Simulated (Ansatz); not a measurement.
A series at Sn: from `C#[C][SnH]([C]#C)[C]#C`, ligands are replaced one by one, each step taking up H₂ and setting free `C#C`; n counts the steps. Ansatz, PBE0-D4/def2-TZVP geometries.

CBS adds triple-zeta CCSD(T) − MP2 to the MP2 limit, frozen cores; atoms without spin–orbit coupling. Elements past krypton have def2 core potentials. Outer-core shells of Sn are correlated without core-valence functions. Spin–orbit coupling is left out.

```json
{"n": "0", "molecule": "`C#[C][SnH]([C]#C)[C]#C`", "atomization energy, CCSD(T)/CBS (kJ/mol)": "?"}
{"n": "1", "molecule": "`C#[C][SnH2][C]#C`", "atomization energy, CCSD(T)/CBS (kJ/mol)": "3563.8"}
{"n": "2", "molecule": "`C#[C][SnH3]`", "atomization energy, CCSD(T)/CBS (kJ/mol)": "2334.2"}
{"n": "3", "molecule": "`[SnH4]`", "atomization energy, CCSD(T)/CBS (kJ/mol)": "1104.7"}
```

Q: By hand: fit a straight line y = ȳ + b (n − n̄) to the 3 given rows and predict n = 0.

A: n̄ = 2.000, ȳ = 2334.23; Σ(n − n̄)(y − ȳ) = -2459.10, Σ(n − n̄)² = 2.000, so b = -1229.55 kJ/mol a step. Prediction: 2334.23 + (-1229.55) × (-2.000) = 4793.3 kJ/mol.

Q: By hand: compare with the computed value, 4793.1 kJ/mol, and give the steps along the whole series.

A: The line misses by -0.2 kJ/mol (computed minus predicted). Steps: -1229.3, -1229.6, -1229.5 kJ/mol.

The steps differ by at most 0.3 kJ/mol, 0.0 % of a mean step, so the ligands' effects nearly add and a line is close. The miss is 0.0 % of the series' range. The energies themselves are unsure by some kJ/mol a bond, though much of that is common to the series.
